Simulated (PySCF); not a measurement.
A geometry optimisation, step by step.

C₄H₄ClFSi.
Atom-mapped SMILES: `[F:1][C:2]1=[CH:3][SiH2:4]/[C:5]1=[CH:6]/[Cl:7]` (hydrogens: H8 on C3; H9, H10 on Si4; H11 on C6)

Method: PBE0-D3(BJ)/def2-SVP geometry optimisation, gas phase (PySCF 2.14.0); density fitting, grid level 1; the optimiser is geomeTRIC in internal coordinates, started from a GFN2-xTB structure with every atom displaced at random (about 0.01 Å). The frame can shift and turn from step to step; on so coarse a grid that alone can change the energy by a few meV, and forces under 0.02 eV/Å are noise.

Step 0: E = -27302.0582 eV, largest atomic force 1.419 eV/Å
```
atom  x, y, z in Å  |  force x, y, z in eV/Å
F1      1.496    1.768    0.519   -1.056  -0.618  -0.118
C2      0.400    1.007    0.364    0.149   0.262   0.088
C3     -0.887    1.274    0.702    0.470   0.112   0.025
Si4    -1.455   -0.395    0.089    0.388   0.440   0.424
C5      0.397   -0.328   -0.225   -0.092   0.461   0.262
C6      1.355   -1.077   -0.721    1.224  -0.580  -0.423
Cl7     3.031   -0.620   -0.817   -0.295  -0.090   0.002
H8     -1.226    2.179    1.164   -0.387   0.595   0.329
H9     -2.315   -0.398   -1.091   -0.379  -0.096  -0.464
H10    -1.919   -1.368    1.106   -0.075  -0.138   0.065
H11     1.161   -2.070   -1.106    0.052  -0.348  -0.189
```

Step 1: E = -27302.1181 eV, largest atomic force 0.488 eV/Å
```
atom  x, y, z in Å  |  force x, y, z in eV/Å
F1      1.273    1.949   -0.007    0.445   0.186   0.070
C2      0.342    1.055    0.219   -0.247  -0.028  -0.097
C3     -0.866    1.274    0.792   -0.114  -0.113   0.074
Si4    -1.389   -0.459    0.335    0.035   0.109  -0.101
C5      0.424   -0.341   -0.213   -0.072  -0.084  -0.102
C6      1.387   -1.080   -0.770   -0.150  -0.008   0.035
Cl7     2.972   -0.509   -1.122    0.094   0.023  -0.029
H8     -1.229    2.209    1.220   -0.028  -0.024  -0.062
H9     -2.353   -0.555   -0.806    0.015  -0.031   0.090
H10    -1.762   -1.439    1.388    0.002  -0.068   0.085
H11     1.234   -2.126   -1.049    0.019   0.038   0.037
```

Step 2: E = -27302.1358 eV, largest atomic force 0.277 eV/Å
```
atom  x, y, z in Å  |  force x, y, z in eV/Å
F1      1.343    1.919    0.068   -0.121   0.061   0.119
C2      0.347    1.068    0.219   -0.072  -0.254  -0.081
C3     -0.879    1.279    0.761    0.110   0.245   0.049
Si4    -1.393   -0.461    0.332    0.040   0.058  -0.145
C5      0.411   -0.325   -0.232    0.088  -0.062  -0.011
C6      1.376   -1.066   -0.782   -0.029  -0.058   0.014
Cl7     2.966   -0.507   -1.142    0.008   0.015  -0.005
H8     -1.253    2.210    1.184   -0.035   0.004   0.020
H9     -2.371   -0.587   -0.788   -0.040  -0.042   0.037
H10    -1.738   -1.435    1.408    0.048   0.035   0.023
H11     1.225   -2.116   -1.042    0.005  -0.001  -0.021
```

Step 3: E = -27302.1426 eV, largest atomic force 0.205 eV/Å
```
atom  x, y, z in Å  |  force x, y, z in eV/Å
F1      1.349    1.914    0.150   -0.047  -0.104  -0.081
C2      0.344    1.058    0.219    0.046   0.152   0.129
C3     -0.887    1.295    0.739    0.071  -0.130  -0.083
Si4    -1.389   -0.453    0.325   -0.111   0.005  -0.106
C5      0.410   -0.330   -0.253    0.004   0.075   0.146
C6      1.374   -1.075   -0.797    0.038   0.041   0.002
Cl7     2.966   -0.510   -1.154   -0.032  -0.012   0.007
H8     -1.262    2.226    1.161    0.030  -0.013   0.026
H9     -2.387   -0.609   -0.770   -0.053  -0.052  -0.005
H10    -1.709   -1.411    1.426    0.061   0.051  -0.005
H11     1.225   -2.125   -1.058   -0.007  -0.012  -0.031
```

Step 4: E = -27302.1468 eV, largest atomic force 0.104 eV/Å
```
atom  x, y, z in Å  |  force x, y, z in eV/Å
F1      1.352    1.910    0.137   -0.030  -0.034  -0.015
C2      0.346    1.059    0.221    0.048   0.029   0.040
C3     -0.885    1.292    0.739   -0.005  -0.014  -0.016
Si4    -1.393   -0.453    0.320   -0.054   0.017  -0.087
C5      0.409   -0.328   -0.248    0.004  -0.002   0.061
C6      1.374   -1.073   -0.793    0.010   0.033  -0.026
Cl7     2.966   -0.507   -1.140    0.002  -0.015  -0.001
H8     -1.257    2.221    1.168    0.009  -0.002   0.012
H9     -2.397   -0.618   -0.771   -0.014  -0.024   0.014
H10    -1.703   -1.406    1.425    0.030   0.014   0.019
H11     1.222   -2.119   -1.069    0.000  -0.002  -0.001
```

Step 5: E = -27302.1478 eV, largest atomic force 0.083 eV/Å
```
atom  x, y, z in Å  |  force x, y, z in eV/Å
F1      1.354    1.908    0.150    0.007   0.003   0.011
C2      0.346    1.061    0.226    0.013  -0.016  -0.014
C3     -0.889    1.293    0.733   -0.032   0.020   0.012
Si4    -1.396   -0.451    0.312   -0.009   0.012  -0.035
C5      0.409   -0.323   -0.249    0.062   0.016   0.015
C6      1.375   -1.066   -0.796   -0.016  -0.068  -0.045
Cl7     2.976   -0.523   -1.138   -0.035   0.040   0.023
H8     -1.261    2.220    1.169   -0.001   0.003   0.001
H9     -2.410   -0.636   -0.767    0.009  -0.002   0.011
H10    -1.686   -1.396    1.429    0.006  -0.004   0.016
H11     1.214   -2.108   -1.081   -0.005  -0.004   0.006
```

Step 6: E = -27302.1481 eV, largest atomic force 0.069 eV/Å
```
atom  x, y, z in Å  |  force x, y, z in eV/Å
F1      1.365    1.895    0.165    0.005   0.029   0.024
C2      0.350    1.057    0.229   -0.006  -0.030  -0.043
C3     -0.889    1.295    0.725   -0.024   0.025   0.018
Si4    -1.399   -0.450    0.307    0.020   0.000   0.016
C5      0.406   -0.325   -0.254   -0.029  -0.063   0.007
C6      1.370   -1.069   -0.803    0.001   0.048  -0.002
Cl7     2.967   -0.502   -1.125    0.032  -0.026  -0.023
H8     -1.258    2.221    1.164   -0.002   0.005  -0.004
H9     -2.422   -0.651   -0.761    0.012   0.010  -0.001
H10    -1.672   -1.384    1.437   -0.011  -0.007   0.003
H11     1.216   -2.110   -1.097    0.001   0.009   0.005
```

Step 7: E = -27302.1487 eV, largest atomic force 0.027 eV/Å
```
atom  x, y, z in Å  |  force x, y, z in eV/Å
F1      1.361    1.900    0.164    0.000   0.002   0.004
C2      0.348    1.058    0.228    0.000  -0.001  -0.007
C3     -0.890    1.295    0.728   -0.006   0.001   0.000
Si4    -1.397   -0.451    0.310   -0.001   0.001  -0.004
C5      0.408   -0.325   -0.251    0.005  -0.011   0.023
C6      1.372   -1.068   -0.801   -0.004   0.009  -0.018
Cl7     2.969   -0.509   -1.136    0.001  -0.001  -0.001
H8     -1.261    2.221    1.164    0.001   0.001   0.000
H9     -2.414   -0.645   -0.763    0.003   0.000   0.000
H10    -1.679   -1.389    1.435    0.000   0.001   0.002
H11     1.215   -2.110   -1.090    0.000   0.000   0.002
```

Step 8: E = -27302.1487 eV, largest atomic force 0.022 eV/Å
```
atom  x, y, z in Å  |  force x, y, z in eV/Å
F1      1.360    1.900    0.167    0.001   0.000   0.001
C2      0.348    1.058    0.230   -0.001   0.002  -0.004
C3     -0.891    1.295    0.728   -0.002  -0.001  -0.001
Si4    -1.396   -0.451    0.311   -0.001   0.000  -0.003
C5      0.408   -0.326   -0.250    0.007  -0.006   0.020
C6      1.372   -1.067   -0.803   -0.003   0.003  -0.014
Cl7     2.969   -0.508   -1.139   -0.002   0.001  -0.001
H8     -1.261    2.221    1.163    0.001   0.001   0.000
H9     -2.413   -0.647   -0.763    0.001  -0.001  -0.001
H10    -1.678   -1.389    1.436    0.000   0.001   0.001
H11     1.215   -2.109   -1.092    0.000   0.000   0.001
```

Question: Summarise the path.

Answer: The energy falls by 0.0906 eV from step 0 to step 8; nine tenths of that is first reached at step 3. It falls at every step. The largest force goes from 1.419 to 0.022 eV/Å. Among the bonds Si4–H9 changes most, from 1.460 to 1.492 Å; the atoms move by 0.036 Å rms after alignment.

Question: Follow the three bonds and two angles with the largest change from start to end.

Answer: 
```json
{"step": "0", "E above end (eV)": "0.0906", "largest force (eV/Å)": "1.419", "Si4–H9 (Å)": "1.460", "F1–C2 (Å)": "1.344", "C5=C6 (Å)": "1.313", "C3–C2–C5 (°)": "106.2", "C2–C3–H8 (°)": "125.0"}
{"step": "1", "E above end (eV)": "0.0307", "largest force (eV/Å)": "0.488", "Si4–H9 (Å)": "1.496", "F1–C2 (Å)": "1.311", "C5=C6 (Å)": "1.336", "C3–C2–C5 (°)": "109.2", "C2–C3–H8 (°)": "127.0"}
{"step": "2", "E above end (eV)": "0.0130", "largest force (eV/Å)": "0.277", "Si4–H9 (Å)": "1.492", "F1–C2 (Å)": "1.319", "C5=C6 (Å)": "1.335", "C3–C2–C5 (°)": "108.1", "C2–C3–H8 (°)": "126.8"}
{"step": "3", "E above end (eV)": "0.0062", "largest force (eV/Å)": "0.205", "Si4–H9 (Å)": "1.490", "F1–C2 (Å)": "1.321", "C5=C6 (Å)": "1.335", "C3–C2–C5 (°)": "109.2", "C2–C3–H8 (°)": "127.6"}
{"step": "4", "E above end (eV)": "0.0019", "largest force (eV/Å)": "0.104", "Si4–H9 (Å)": "1.492", "F1–C2 (Å)": "1.320", "C5=C6 (Å)": "1.335", "C3–C2–C5 (°)": "108.9", "C2–C3–H8 (°)": "127.4"}
{"step": "5", "E above end (eV)": "0.0009", "largest force (eV/Å)": "0.083", "Si4–H9 (Å)": "1.493", "F1–C2 (Å)": "1.318", "C5=C6 (Å)": "1.335", "C3–C2–C5 (°)": "108.8", "C2–C3–H8 (°)": "127.3"}
{"step": "6", "E above end (eV)": "0.0007", "largest force (eV/Å)": "0.069", "Si4–H9 (Å)": "1.492", "F1–C2 (Å)": "1.318", "C5=C6 (Å)": "1.335", "C3–C2–C5 (°)": "108.8", "C2–C3–H8 (°)": "127.3"}
{"step": "7", "E above end (eV)": "0.0001", "largest force (eV/Å)": "0.027", "Si4–H9 (Å)": "1.492", "F1–C2 (Å)": "1.318", "C5=C6 (Å)": "1.335", "C3–C2–C5 (°)": "108.8", "C2–C3–H8 (°)": "127.4"}
{"step": "8", "E above end (eV)": "0.0000", "largest force (eV/Å)": "0.022", "Si4–H9 (Å)": "1.492", "F1–C2 (Å)": "1.319", "C5=C6 (Å)": "1.335", "C3–C2–C5 (°)": "108.8", "C2–C3–H8 (°)": "127.3"}
```

What follows is the cost of the whole optimisation. On one thread of an Arm Neoverse V1, no GPU, on a shared host, this took 65 s of wall time and 0.53 GiB of memory at its peak.
